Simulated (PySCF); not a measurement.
BFH$_{3}$NSi, BH$_{5}$NSi$_{2}$, BFH$_{2}$NSi, AlBClHN (calculated)

All values are calculated (PySCF 2.14.0). Calculation on a computer-drawn molecule: the log of a Hartree-Fock and frozen-core CCSD(T) single point meant for a local Hartree-Fock minimum, with one planted fault or none, to be diagnosed. Offsets are logged minus clean, where the clean run is the same molecule without the fault. The reference is restricted for singlets and unrestricted otherwise, and also for a bond in bohr or an excited solution. Adding or removing an electron swaps singlet and doublet. The excited solution moves the top pair (singlet) or top alpha electron (doublet) to the lowest empty orbital. Highest occupied and lowest empty are orbital energies over both spins, largest force is the largest gradient component, triples share is (T) over the correlation energy, the T1 limit is 0.02 restricted and 0.045 unrestricted, electrons count all cores, a negative frequency is imaginary (commonest isotopes), and the dipole is about the centre of nuclear charge.

Common to all runs: meant basis cc-pV(D+d)Z; logged SCF converged yes; logged CC converged yes; logged SCF stable within its kind yes; possible faults no fault, one electron removed, one electron added, multiplicity raised by two, geometry at a saddle point, SCF held on an excited solution, minimal basis STO-3G, one bond length entered in bohr, all coordinates scaled.

```yaml
- entry: 1
  formula: BFH3NSi
  logged_structure:
    atoms_angstrom:
      - ["N", -3.2412, -1.1082, 0.2148]
      - [B, -1.9933, -0.578, 2.0955]
      - [Si, -0.8805, -0.0978, 3.6893]
      - [F, -1.6444, -0.596, 5.0235]
      - [H, -3.7814, -1.3396, -0.5769]
      - [H, -0.7084, 1.3604, 3.7859]
      - [H, 0.4254, -0.7741, 3.638]
  given:
    meant_charge: 0
    meant_multiplicity: 1
    logged_electrons: 38
    logged_basis_functions: 80
    logged_spin_squared: 1.9912
    "logged_highest_occupied [eV]": -8.5518
    "logged_lowest_empty [eV]": 0.81962
    "logged_largest_force [hartree/bohr]": 0.037256
    logged_T1_diagnostic: 0.020041
    logged_D1_diagnostic: 0.07832
    logged_triples_share: 0.020174
    "logged_dipole_magnitude [debye]": 3.6464
    "logged_energy_HF [hartree]": -469.088
    "logged_energy_CCSD(T) [hartree]": -469.57775
    drawn_bonds_atom: [1, 2, 3, 1, 3, 3]
    drawn_bonds_other_atom: [2, 3, 4, 5, 6, 7]
    drawn_bonds_order: [2, 1, 1, 1, 1, 1]
  results:
    planted_fault: "one bond length entered in bohr, row 1 of the drawn bonds"
    "HF_energy_offset_from_clean_run [kcal/mol]": 151.0
    "CCSD(T)_energy_offset_from_clean_run [kcal/mol]": 201.9
- entry: 2
  formula: BH5NSi2
  logged_structure:
    atoms_angstrom:
      - ["N", -2.2665, 3.5909, -1.5334]
      - [B, -1.3918, 3.0801, -0.8521]
      - [Si, -0.0964, 1.985, 0.1904]
      - [Si, -1.085, -0.1395, -0.3124]
      - [H, -2.944, 4.0749, -2.0698]
      - [H, -0.1839, 2.1272, 1.6495]
      - [H, 1.2644, 1.9285, -0.3587]
      - [H, -0.7483, -0.9293, -1.5044]
      - [H, -2.1747, -0.7336, 0.4734]
  given:
    meant_charge: 1
    meant_multiplicity: 1
    logged_electrons: 44
    logged_basis_functions: 99
    logged_spin_squared: 0.0
    "logged_highest_occupied [eV]": -15.655
    "logged_lowest_empty [eV]": -5.8114
    "logged_largest_force [hartree/bohr]": 3.9868e-06
    "logged_lowest_frequency [cm^-1]": 41.042
    logged_T1_diagnostic: 0.018563
    logged_D1_diagnostic: 0.052371
    logged_triples_share: 0.035198
    "logged_dipole_magnitude [debye]": 4.6779
    "logged_energy_HF [hartree]": -659.63195
    "logged_energy_CCSD(T) [hartree]": -660.11705
    drawn_bonds_atom: [1, 2, 3, 1, 3, 3, 4, 4]
    drawn_bonds_other_atom: [2, 3, 4, 5, 6, 7, 8, 9]
    drawn_bonds_order: [2, 1, 1, 1, 1, 1, 1, 1]
  results:
    planted_fault: "no fault"
    "HF_energy_offset_from_clean_run [kcal/mol]": 0.0
    "CCSD(T)_energy_offset_from_clean_run [kcal/mol]": 0.0
- entry: 3
  formula: BFH2NSi
  logged_structure:
    atoms_angstrom:
      - ["N", -2.519, -1.0982, -1.9958]
      - [B, -1.4283, -1.0868, -1.4334]
      - [Si, 0.3602, -1.1874, -0.549]
      - [F, 0.2863, -0.4722, 0.9026]
      - [H, -3.3995, -1.0912, -2.4395]
      - [H, 1.4139, -0.5143, -1.3325]
  given:
    meant_charge: 0
    meant_multiplicity: 2
    logged_electrons: 37
    logged_basis_functions: 26
    logged_spin_squared: 0.7541
    "logged_highest_occupied [eV]": -6.4067
    "logged_lowest_empty [eV]": 5.6089
    "logged_largest_force [hartree/bohr]": 0.084149
    logged_T1_diagnostic: 0.01988
    logged_D1_diagnostic: 0.074984
    logged_triples_share: 0.038893
    "logged_dipole_magnitude [debye]": 1.2951
    "logged_energy_HF [hartree]": -462.88674
    "logged_energy_CCSD(T) [hartree]": -463.08378
    drawn_bonds_atom: [1, 2, 3, 1, 3]
    drawn_bonds_other_atom: [2, 3, 4, 5, 6]
    drawn_bonds_order: [2, 1, 1, 1, 1]
  results:
    planted_fault: "minimal basis STO-3G"
    "HF_energy_offset_from_clean_run [kcal/mol]": 3651
    "CCSD(T)_energy_offset_from_clean_run [kcal/mol]": 3870
- entry: 4
  formula: AlBClHN
  logged_structure:
    atoms_angstrom:
      - ["N", -0.4172, -0.4989, -1.1983]
      - [B, -1.1359, -0.7278, -0.2465]
      - [Al, -2.3466, -1.1121, 1.3544]
      - [Cl, -3.5389, -1.4898, 2.928]
      - [H, 0.1704, -0.3109, -1.9764]
  given:
    meant_charge: 1
    meant_multiplicity: 1
    logged_electrons: 42
    logged_basis_functions: 79
    logged_spin_squared: 2.0176
    "logged_highest_occupied [eV]": -11.926
    "logged_lowest_empty [eV]": -6.3219
    "logged_largest_force [hartree/bohr]": 0.17692
    logged_T1_diagnostic: 0.016049
    logged_D1_diagnostic: 0.050437
    logged_triples_share: 0.029179
    "logged_dipole_magnitude [debye]": 7.4857
    "logged_energy_HF [hartree]": -780.82755
    "logged_energy_CCSD(T) [hartree]": -781.23769
    drawn_bonds_atom: [1, 2, 3, 1]
    drawn_bonds_other_atom: [2, 3, 4, 5]
    drawn_bonds_order: [2, 1, 1, 1]
  results: {}
```

Q: Which fault was planted in the run of AlBClHN (entry 4)?
A: multiplicity raised by two

Further results for AlBClHN (entry 4):

- HF energy offset from clean run: 73.27 kcal/mol
- CCSD(T) energy offset from clean run: 106.6 kcal/mol
